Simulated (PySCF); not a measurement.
Ranking problems on computed properties.

Each SMILES stands for a single optimised conformer of the isolated species, non-relativistic unless stated. Electronic properties by PySCF.

Dipoles, sizes and rotational constants follow the conformer. The torsions of the flexible species, by atom-mapped SMILES:
- `[O:1]=[P@@H:2]([CH2:3][SiH3:4])[c:5]1[cH:6][cH:7][cH:8][n:9][cH:10]1`: O1–P2–C3–Si4 -63°, O1–P2–C5–C6 -10°
- `[CH3:1]/[CH:2]=[N:3]\[N:4]=[C:5](/[CH3:6])[CH:7]([CH3:8])[CH3:9]`: C2–N3–N4–C5 99°, N4–C5–C7–C8 31°
- `[CH2:1]=[C:2]([CH3:3])[P:4]([CH3:5])[C:6]([F:7])([F:8])[F:9]`: C1–C2–P4–C5 30°, C2–P4–C6–F7 79°
- `[CH2:1]=[CH:2][P:3]([CH2:4][CH2:5][CH3:6])[C:7]([F:8])=[C:9]([F:10])[F:11]`: C1–C2–P3–C4 125°, C2–P3–C4–C5 -77°, P3–C4–C5–C6 -176°, C2–P3–C7–F8 -125°
- `[CH3:1][S:2][c:3]1[cH:4][cH:5][c:6]([C:7](=[O:8])[Cl:9])[o:10]1`: C1–S2–C3–C4 180°, C5–C6–C7–O8 0°
- `[CH3:1][P:2]([CH:3]1[CH2:4][CH2:5]1)[C:6]([F:7])([F:8])[F:9]`: C1–P2–C3–C4 -106°, C1–P2–C6–F7 -52°
- `[CH3:1][CH:2]1[CH2:3][P:4]([C:5]([F:6])([F:7])[F:8])[CH2:9]1`: C3–P4–C5–F6 -36°
- `[SiH2:1][SiH2:2][NH:3][CH2:4][CH:5]1[CH2:6][CH2:7]1`: Si1–Si2–N3–C4 56°, Si2–N3–C4–C5 -157°, N3–C4–C5–C6 -159°
- `[CH2:1]=[CH:2][PH:3][CH2:4][CH2:5][C:6]([F:7])([F:8])[F:9]`: C1–C2–P3–C4 -121°, C2–P3–C4–C5 172°, P3–C4–C5–C6 176°, C4–C5–C6–F7 59°

The conformers of `C=CCN1CCCN1C`, `CCC1=CCCP1C(F)(F)F` and `C=C/C(CCCC)=N\N` aren't listed.

(1) Rank by HOMO energy, highest first (PBE0/pcSseg-1 at GFN2-xTB geometries).
A. `CCC1=CCCP1C(F)(F)F`
B. `C/C=N\N=C(/C)C(C)C`
C. `C=CCN1N(C)CCC1`
D. `O=[P@@H](C[SiH3])c1cccnc1`
E. `FC(F)(P(C(C)=C)C)F`
F. `C=CP(CCC)C(F)=C(F)F`

(2) Give the two extremes of that set in hartree.

(3) Rank by dipole moment, lowest first (PBE0/pcSseg-1 at GFN2-xTB geometries).
A. `CP(C1CC1)C(F)(F)F`
B. `o1c(C(Cl)=O)ccc1SC`
C. `CC1CP(C(F)(F)F)C1`
D. `C/C=N\N=C(/C)C(C)C`

(4) Rank by smallest rotational constant, lowest first (GFN2-xTB).
A. `C=CPCCC(F)(F)F`
B. `CC1CP(C(F)(F)F)C1`
C. `[SiH2]([SiH2])NCC1CC1` [radical]
D. `C=CP(CCC)C(F)=C(F)F`
E. `C/C=N\N=C(/C)C(C)C`
F. `C=C(C)P(C)C(F)(F)F`

(5) Rank by HOMO–LUMO gap, highest first (PBE0/pcSseg-1 at GFN2-xTB geometries).
A. `C=CP(CCC)C(F)=C(F)F`
B. `C=C/C(CCCC)=N\N`
C. `O=[P@@H](C[SiH3])c1cccnc1`
D. `FC(P(C1CC1)C)(F)F`
E. `C=C(C)P(C)C(F)(F)F`
F. `c1(SC)oc(C(=O)Cl)cc1`
G. `C=CCN1CCCN1C`

(6) By how much do the two ends of that ranking differ?

Answers

(1) C (-6.22 eV), B (-6.50 eV), F (-6.73 eV), A (-7.04 eV), E (-7.19 eV), D (-7.59 eV).

(2) `O=[P@@H](C[SiH3])c1cccnc1`: -0.279 Eh; `C=CCN1CCCN1C`: -0.229 Eh.

(3) D (2.16 D), A (2.63 D), C (2.79 D), B (4.43 D).

(4) D (0.426 GHz), A (0.493 GHz), C (0.643 GHz), E (0.834 GHz), B (0.888 GHz), F (0.941 GHz).

(5) D (8.03 eV), E (6.84 eV), G (6.62 eV), C (6.31 eV), A (6.13 eV), B (5.28 eV), F (4.61 eV).

(6) By 3.42 eV, between `CP(C1CC1)C(F)(F)F` and `CSc1ccc(C(=O)Cl)o1`.
